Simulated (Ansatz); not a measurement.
Wavefunction ladder for C3H8AlN (`N/C=C/[CH2][AlH2]`)

Cartesian coordinates in Å:
```
N 0.2716 -1.8637 1.2149
C 0.4381 -0.5812 0.7465
C -0.5574 0.2972 0.4651
C -0.3507 1.6866 -0.0392
Al 0.1032 0.6379 -1.6394
H -0.6457 -2.2647 1.0993
H 1.0117 -2.5108 1.0009
H 1.4723 -0.2475 0.7230
H -1.5800 -0.0752 0.5075
H -1.2559 2.2844 -0.0066
H 0.4854 2.2100 0.4210
H -1.0374 0.0674 -2.5862
H 1.6449 0.3597 -1.9067
```

Total charge 0; spin multiplicity 1. All single points use the PBE0-D4/def2-TZVP geometry. It is one conformer, not always the lowest. Frozen core, restricted reference, the Gaussian-basis code of Ansatz. CBS rows extrapolate triple and quadruple zeta; past MP2 they add the triple-zeta difference.

```tsv
basis	HF (Eh)	MP2 corr.	CCSD corr.	(T)	CCSD(T) total
def2-SVP	-414.38498	?	-0.70749	-0.02392	?
def2-TZVPP	-414.66393	?	-0.84572	-0.03666	?
def2-QZVPP	?	-0.85454	–	–	–
CBS(def2)	-414.68124	-0.89354	?	as TZ	?
```

Question: Fill in the withheld values. (Estimate.)

Answer: Computed: def2-SVP MP2 corr.: -0.65360; def2-SVP CCSD(T) total: -415.11639; def2-TZVPP MP2 corr.: -0.80189; def2-TZVPP CCSD(T) total: -415.54631; def2-QZVPP HF (Eh): -414.67915; CBS(def2) CCSD corr.: -0.93737; CBS(def2) CCSD(T) total: -415.65527.
